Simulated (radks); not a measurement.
The sulfur ion S+ inside a hard spherical wall (all orbitals vanish at R), configuration held at [Ne] 3s2 3p3 and not refilled when levels cross. Calculated with a radial shooting solver on a logarithmic mesh with Libxc functionals: non-relativistic Kohn-Sham, PBEsol, spin-polarised, spherical densities, point nucleus; open shells are filled with parallel spins first. Eigenvalues in eV for spin up, with the zero of energy where the potential of the charges vanishes at infinity; a dash marks a level that is unbound or too diffuse for the functional's potential to be trusted. A positive occupied level is held by the wall or, in an anion where self-interaction has pushed it up, behind a barrier. The pressure on the wall is -dE/dV.

R (bohr)  E (hartree)  kinetic (hartree)    e(2s)    e(2p)    e(3s)    e(3p)  e(4s, empty)  e(3d, empty)  pressure (GPa)
free       -396.93370            396.385  -221.50  -167.94  -28.604  -17.862             -        -4.572               0
20         -396.93370            396.385  -221.50  -167.94  -28.604  -17.862             -        -4.572        < 0.0001
15         -396.93370            396.385  -221.50  -167.94  -28.604  -17.862             -        -4.572        < 0.0001
12         -396.93370            396.385  -221.50  -167.94  -28.604  -17.862        -5.429        -4.569        < 0.0001
8          -396.93367            396.385  -221.50  -167.94  -28.602  -17.860        -5.005        -4.462         0.00227
5          -396.92050            396.500  -220.96  -167.40  -28.250  -17.453         0.727        -2.973            2.44
4          -396.83988            397.020  -219.00  -165.42  -26.961  -15.891        10.907        -0.109            26.9
3.5        -396.68400            397.840  -216.38  -162.77  -25.101  -13.622        22.371         3.226            93.6
2.5        -395.10407            403.890  -202.12  -148.29  -11.575    2.162        86.316        21.702            1400
2          -391.67512            414.160  -185.23  -130.98   13.142   28.937        179.30        47.314            6760
1.5        -379.99108            443.632  -152.39  -96.591   91.371   106.69        417.49        108.93           44600
